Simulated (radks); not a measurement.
The ytterbium ion Yb12+, configuration [Kr] 4d10 4f10 5s2 (the NIST ground configuration). Calculated with a radial shooting solver on a logarithmic mesh with Libxc functionals: scalar-relativistic Kohn-Sham, LB94 model potential, spin-polarised, spherical densities, finite nucleus; open shells are filled with parallel spins first (spin-orbit coupling, left out, can overturn this in heavy ions); Fermi nuclear charge, rms radius 5.3108 fm.

Normalised radial functions P(r) = r R(r), r in bohr:

| r | 5s up |
|---|---|
| 0.002422 | 0.1240 |
| 0.003154 | 0.1463 |
| 0.00414 | 0.1699 |
| 0.005434 | 0.1913 |
| 0.007132 | 0.2062 |
| 0.009287 | 0.2080 |
| 0.01219 | 0.1885 |
| 0.016 | 0.1377 |
| 0.02083 | 0.0521 |
| 0.02735 | -0.0713 |
| 0.0359 | -0.2088 |
| 0.04712 | -0.3123 |
| 0.06135 | -0.3134 |
| 0.08053 | -0.1553 |
| 0.1057 | 0.1434 |
| 0.1376 | 0.4172 |
| 0.1807 | 0.4352 |
| 0.2371 | 0.0519 |
| 0.3113 | -0.4969 |
| 0.4053 | -0.6793 |
| 0.532 | -0.1973 |
| 0.6983 | 0.6505 |
| 0.9093 | 1.1719 |
| 1.193 | 1.0441 |
| 1.567 | 0.5356 |
| 2.056 | 0.1504 |
| 2.677 | 0.0218 |
| 3.514 | 0.0012 |

5s up: eigenvalue -274.64 eV, 4 radial nodes at r = 0.0236, 0.0937, 0.243, 0.568 bohr, <r> = 1.03 bohr, 90 % of the charge inside 1.45 bohr.
